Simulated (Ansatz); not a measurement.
Cartesian coordinates in Å:
```
C -1.904 -0.152 0.374
B -0.914 -0.934 -0.534
C 0.468 -0.391 -1.018
N 0.921 0.867 -0.453
C 1.396 0.726 0.905
H -1.903 -0.638 1.361
H -1.645 0.899 0.515
H -2.937 -0.238 0.023
H -1.218 -2.028 -0.934
H 1.229 -1.195 -0.963
H 0.305 -0.259 -2.102
H 1.660 1.256 -1.023
H 2.188 -0.034 1.023
H 1.784 1.682 1.266
H 0.569 0.440 1.560
```

Total charge 0; spin multiplicity 1.

Problem. List the PBE/def2-TZVPP orbital energies in eV (the Gaussian-basis code of Ansatz). (Estimate.)

Solution. The calculation gave: Occupied: -380.10, -269.21, -268.98, -268.06, -176.61, -22.40, -17.42, -16.95, -15.36, -12.15, -11.26, -10.88, -10.23, -9.64, -9.54, -8.97, -8.75, -7.53, -7.26, -4.95. Lowest empty: -1.61, 0.18, 0.93, 1.31, 1.47, 1.91, 2.15, 2.44.
